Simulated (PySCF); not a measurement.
**Copper: a sound run and one with changed settings**

Sound run: Cu⁺ [Ar] 3d10, Cu²⁺ [Ar] 3d9. All numbers are calculated (PySCF 2.14, the spin-free X2C one-electron Hamiltonian (Gaussian nucleus), in cc-pVTZ-DK (7s6p4d2f1g, 68 functions)). The sound run starts from symmetry-adapted Hartree-Fock orbitals and uses a fine grid where one is needed.

A second run was set up differently.

```
species  method  sound run (hartree)  changed run (hartree)  converged
    Cu⁺     UHF          -1652.90716            -1652.90716         no
    Cu⁺    BP86          -1654.75757            -1654.75531         no
    Cu⁺    PBE0          -1654.23696            -1654.23696         no
   Cu²⁺     UHF          -1652.27706            -1652.27706         no
   Cu²⁺    BP86          -1653.98470            -1653.98573         no
   Cu²⁺    PBE0          -1653.49331            -1653.49331         no
```

**Question.** What was changed?
A. all electrons correlated in a valence basis
B. angular grid far too coarse
C. radial grid too coarse
D. too few SCF iterations

**Answer.** D. It used initial guess atom, at most 5 SCF cycles. The SCF was stopped early; the energies are upper bounds that still move, and correlated levels were skipped or rest on poor orbitals.
